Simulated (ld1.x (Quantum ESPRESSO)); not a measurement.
# Which change was made? (Te, TM semilocal)

```
Element                 : tellurium (Te)
Generator               : ld1.x (Quantum ESPRESSO) 7.5
Type                    : norm-conserving Troullier–Martins (semilocal form)
Functional              : LDA (PZ)
Relativity              : scalar-relativistic
Frozen core             : [Kr]
Valence charge          : 16
Reference configuration : 4d10 5s2 5p4
Partial waves           : 5s (bound): rc 1.85 bohr; 5p (bound): rc 2.10 bohr; 4d (bound): rc 1.30 bohr
Local potential         : the d channel
Core correction         : Bessel-smoothed model core, default radius (core density twice the valence density)
```

Cutoffs, loose and tight: the cutoffs (Ry, on a coarse ladder) from which the occupation-weighted sum of valence levels, in a spherical-Bessel basis at the reference potential, stays within 10 and 1 mRy of its value at 400 Ry. They do not see the model core or the augmentation charge, which bear on the density cutoff. Test errors are all-electron minus pseudo excitation energies from the reference, over the configurations 4d10 5s2 5p3; 4d10 5s2 5p2; 4d10 5s2 5p1; 4d10 5s0 5p6; 4d10 5s2 5p4.3; 4d10 5s2 5p0; 4d9 5s2 5p4 (two spin-polarised tests are not counted in the largest error); variants that change the core or the reference have their own tests.

The base gives: outcome: generated; cutoff, loose: 110 Ry; cutoff, tight: 180 Ry; bound ghosts: none; largest test error (meV): -259.

(1) After one change the result is: outcome: generated; cutoff, loose: 120 Ry; cutoff, tight: 200 Ry; bound ghosts: none; largest test error (meV): -41. Which change was it?
A. all radii but the core radius scaled by about 1.24 (s 2.30, p 2.60, d 1.62 bohr)
B. all radii but the core radius scaled by about 0.81 (s 1.50, p 1.70, d 1.06 bohr)
C. all radii but the core radius scaled by about 1.39 (s 2.58, p 2.92, d 1.82 bohr)

Answers

(1) B. The others give: all radii but the core radius scaled by about 1.24 (s 2.30, p 2.60, d 1.62 bohr) → outcome: generated; cutoff, loose: 90 Ry; cutoff, tight: 160 Ry; bound ghosts: none; largest test error (meV): -108 | all radii but the core radius scaled by about 1.39 (s 2.58, p 2.92, d 1.82 bohr) → outcome: generated; cutoff, loose: 80 Ry; cutoff, tight: 140 Ry; bound ghosts: none; largest test error (meV): +121.
